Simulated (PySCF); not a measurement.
Harmonic spectrum computed at PBE0 in the def2-TZVP basis family (core potentials from Rb on, PySCF, no spin–orbit coupling):

| symmetry | ω (cm⁻¹) | IR (km/mol) |
| --- | --- | --- |
| a' | 1041 | 6.9 |
| a' | 1117 | 19.8 |
| a' | 2450 | 56.7 |

Q: Which molecule gave it? In each, all ligands are bound to the one heavy central atom.
A. HSO (doublet)
B. HPO (singlet)
C. HSiO (doublet)
D. HInO (singlet)

A: A. It has Cs symmetry with S–H 1.375 Å, S–O 1.496 Å.
